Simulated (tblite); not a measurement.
Compound: C4H15NOSi3.
Atom-mapped SMILES: `[CH3:1][C@@H:2]([SiH3:3])[Si@@:4]([NH2:5])([CH:6]=[O:7])[CH2:8][SiH3:9]` (hydrogens: H10, H11, H12 on C1; H13 on C2; H14, H15, H16 on Si3; H17, H18 on N5; H19 on C6; H20, H21 on C8; H22, H23, H24 on Si9)

Structure optimised with GFN2-xTB, isolated species.

Problem. List the bond lengths, angles and torsions at this level.

Solution. 
```csv
bond,length (pm),order
C1–C2,153.1,single
C2–Si3,190.3,single
C2–Si4,192.0,single
Si4–N5,171.9,single
Si4–C6,191.9,single
C6=O7,120.6,double
Si4–C8,190.0,single
C8–Si9,190.0,single
"C1–H10, C1–H11, C1–H12",108.9,single
C2–H13,109.5,single
"Si3–H14, Si3–H15, Si3–H16",146.5,single
"N5–H17, N5–H18",100.6,single
C6–H19,111.3,single
C8–H20,109.0,single
C8–H21,108.9,single
"Si9–H22, Si9–H23, Si9–H24",146.5,single
```

Bonds in one row agree within 1 pm and their mean is given. Orders are formal, as drawn. A selection of angles:
```csv
angle,degrees
C2–C1–H10,110.7
H10–C1–H11,107.7
C1–C2–Si3,110.7
C1–C2–Si4,111.2
C1–C2–H13,107.5
Si3–C2–Si4,112.4
Si3–C2–H13,106.9
Si4–C2–H13,107.8
C2–Si3–H14,109.5
H14–Si3–H15,109.3
C2–Si4–N5,115.8
C2–Si4–C6,106.8
C2–Si4–C8,110.8
N5–Si4–C6,103.0
N5–Si4–C8,110.4
C6–Si4–C8,109.5
Si4–N5–H17,118.2
Si4–N5–H18,122.1
H17–N5–H18,111.4
Si4–C6–O7,123.3
Si4–C6–H19,118.1
O7–C6–H19,118.6
Si4–C8–Si9,114.9
Si4–C8–H20,109.2
Si4–C8–H21,108.4
Si9–C8–H20,109.1
Si9–C8–H21,109.0
H20–C8–H21,105.9
C8–Si9–H22,110.3
H22–Si9–H23,110.3
```

Dihedral angles: C1–C2–Si4–N5 -60° (synclinal); C2–Si4–C6–O7 -109° (anticlinal); C2–Si4–C8–Si9 -171° (antiperiplanar).

Si3 (SiH3 silicon) is tetrahedral (angles from 108.9° to 110.0°). N5 (silicon-bound nitrogen) has angles 122.1°, 118.2° and 111.4°, sum 351.7°, 0.20 Å off the plane of its three neighbours. Of the pairs four or more bonds apart, O7···H17 is among the closest relative to their van der Waals radii: 2.63 Å, 97 % of the sum of Bondi's values. Si9 (SiH3 silicon) is tetrahedral (angles from 108.7° to 110.3°). Si4 (four-coordinate silicon) is distorted tetrahedral (angles from 103.0° to 115.8°).

Point group: C1 (no symmetry element, even within 0.4 Å). Its GFN2-xTB frequencies are all real (lowest 26 cm⁻¹). The numbers are those of one conformer (C1–C2–Si4–N5 -60°, C2–Si4–N5–H 96° and -50°, C2–Si4–C6–O7 -109°, C2–Si4–C8–Si9 -171°). 3 starts were optimised and ended at 0.00, 0.39 and 0.44 kcal/mol (GFN2-xTB); the lowest of these is shown.

Time: 2.5 s wall. Hardware: one thread of an Arm Neoverse V1, shared host. These figures are those of the optimisation.

The numbers are calculated, not measured.
